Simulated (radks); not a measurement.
The numbers below are computed, except where a source is named.
Question: The holmium ion Ho7+, configuration [Kr] 4d10 4f9 5s2 5p3. Code: a radial shooting solver on a logarithmic mesh with Libxc functionals. Model: scalar-relativistic Kohn-Sham, r2SCAN, spin-polarised, spherical densities, finite nucleus; open shells are filled with parallel spins first (spin-orbit coupling, left out, can overturn this in heavy ions); meta-GGA in the generalised Kohn-Sham scheme; Fermi nuclear charge, rms radius 5.2022 fm. Some entries of the table are withheld. Estimate them.

orbital  occ.  eigenvalue (hartree)  <r^2> (bohr^2)  <1/r> (bohr^-1)
1s up       1             -2046.161       0.0005884            76.04
1s down     1             -2046.144       0.0005884            76.04
2s up       1             -346.4673        0.009168            17.70
2s down     1             -346.4640        0.009167            17.70
2p up       3             -307.2904        0.007444            16.38
2p down     3             -307.2791        0.007443            16.38
3s up       1             -80.90644         0.06027            6.530
3s down     1             -80.78941         0.06016            6.536
3p up       3             -68.87340         0.06067            6.103
3p down     3             -68.75339         0.06054            6.110
3d up       5             -53.58290         0.05080            5.778
3d down     5             -53.48744         0.05065            5.784
4s up       1             -19.46871          0.3024            2.753
4s down     1             -19.21157          0.3027            2.748
4p up       3             -15.47632          0.3413            2.526
4p down     3             -15.22204          0.3413            2.522
4d up       5                   (1)          0.4046            2.238
4d down     5                   (2)          0.4037            2.236
5s up       1              -5.55878           1.546            1.130
5s down     1              -5.23340           1.569            1.124
5p up       3                   (3)           1.905            1.005
5p down     0                   (4)           1.974           0.9861
4f up       7              -4.10158          0.6247              (5)
4f down     2              -3.83010          0.6309              (6)

Answer: 
(1) 4d up eigenvalue (hartree): -10.05722
(2) 4d down eigenvalue (hartree): -9.79848
(3) 5p up eigenvalue (hartree): -4.45816
(4) 5p down eigenvalue (hartree): -4.16263
(5) 4f up <1/r> (bohr^-1): 1.761
(6) 4f down <1/r> (bohr^-1): 1.759
